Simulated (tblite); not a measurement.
Torsional barriers computed with GFN2-xTB (tblite), climbing-image nudged elastic band, gas phase; electronic energies of the top image counted from the start geometry. The bands met a force threshold of 0.05 eV/Å; their tops weren't refined or checked by frequencies and can lie a kcal/mol or more above the method's true saddle points. Atom numbers follow the mapped SMILES.

Question: Rank the forward barriers of these bands, lowest first.
A. `[CH:1]#[C:2][C@@H:3]([CH3:4])[C@@H:5]([CH3:6])[CH2:7][Cl:8]`: C6–C5–C7–Cl8 from -67° to 62°
B. `[CH3:1][O:2][C:3](=[O:4])[C:5]#[C:6][CH:7]([Cl:8])[Cl:9]`: C5–C3–O2–C1 from 180° to 0°
C. `[CH3:1][CH2:2][CH2:3][C@:4]1([F:5])[CH2:6][S:7]1`: C2–C3–C4–C6 from -87° to 23°
D. `[CH3:1][O:2][c:3]1[cH:4][n:5][cH:6][cH:7][n:8]1`: N8–C3–O2–C1 from 0° to 180°

Answer: C (3.8 kcal/mol), A (4.4 kcal/mol), D (9.8 kcal/mol), B (13.6 kcal/mol).

```
                  SMILES                             ends of the turned bond  barrier (kcal/mol)  end above start (kcal/mol)  dihedral at top (°)  bond at start (Å)  bond at top (Å)  Eyring rate at 298 K (s⁻¹)
          CCC[C@]1(F)CS1                   chain CH2 carbon / sp3 C–F carbon                 3.8                         1.9                  -37              1.506            1.516                   1 × 10^10
C#C[C@@H](C)[C@@H](C)CCl                     sp3 CH carbon / sp3 C–Cl carbon                 4.4                         1.3                   -1              1.526            1.544                    4 × 10^9
              COc1cnccn1  aromatic carbon bearing oxygen / aryl ether oxygen                 9.8                         4.6                   93              1.336            1.364                    4 × 10^5
       COC(=O)C#CC(Cl)Cl  ester carbonyl carbon / ester single-bonded oxygen                13.6                         3.9                  -93              1.332            1.368                    7 × 10^2
```

Rates take the electronic barrier for the free energy of activation. GFN2-xTB barriers can miss by several kcal/mol, and conformer orders can be wrong, so the ranking may change at better levels.
